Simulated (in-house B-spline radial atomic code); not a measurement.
Configurations of Hg²⁺, with energies counted from [Xe] 4f14 5d10. Method: Dirac-Hartree-Fock, average of configuration, Fermi nucleus of rms radius 5.4648 fm. Calculated with a radial B-spline atomic code at the basis-set limit. Energies include first-order Breit, QED and recoil terms.

Occupations are held fixed; configurations that lie above the ionisation limit could autoionise.

| configuration | E - E(ref) (eV) | highest orbital | its <r> (bohr) |
| --- | --- | --- | --- |
| [Xe] 4f14 (5d3/2)4 (5d5/2)5 (9f7/2)1 | 31.015 | 9f7/2 | 28.97 |
| [Xe] 4f14 (5d3/2)3 (5d5/2)6 (7f5/2)1 | 31.351 | 7f5/2 | 15.29 |
| [Kr] 4d10 4f14 5s2 (5p1/2)1 (5p3/2)4 5d10 8s1 | 104.78 | 8s1/2 | 8.955 |
| [Kr] 4d10 4f14 5s2 (5p1/2)1 (5p3/2)4 5d10 (9f5/2)1 | 109.71 | 9f5/2 | 28.87 |
| [Xe] (4f5/2)5 (4f7/2)8 5d10 (7g9/2)1 | 126.68 | 7g9/2 | 21.14 |
| [Kr] (4d3/2)3 (4d5/2)6 4f14 5s2 5p6 5d10 (9g9/2)1 | 407.19 | 9g9/2 | 37.13 |

(1) Order these further configurations by energy, lowest first.
A. [Xe] (4f5/2)6 (4f7/2)7 5d10 (7f5/2)1
B. [Kr] (4d3/2)3 (4d5/2)6 4f14 5s2 5p6 5d10 (6g7/2)1
C. [Xe] 4f14 (5d3/2)4 (5d5/2)5 (8g9/2)1
D. [Kr] 4d10 4f14 5s2 (5p1/2)1 (5p3/2)4 5d10 (6g9/2)1
E. [Xe] (4f5/2)6 (4f7/2)7 5d10 (8p3/2)1

(2) How far above the reference does [Kr] 4d10 4f14 5s2 (5p1/2)2 (5p3/2)3 5d10 (9d3/2)1 lie?

(3) How far above the reference does [Kr] 4d10 4f14 5s2 (5p1/2)1 (5p3/2)4 5d10 (7g7/2)1 lie?

Results:

(1) C (31.069 eV), D (108.28 eV), E (119.45 eV), A (121.63 eV), B (405.3 eV).

(2) 90.548 eV; its least bound orbital is 9d3/2 with <r> = 19.28 bohr.

(3) 109.18 eV; its least bound orbital is 7g7/2 with <r> = 21.14 bohr.
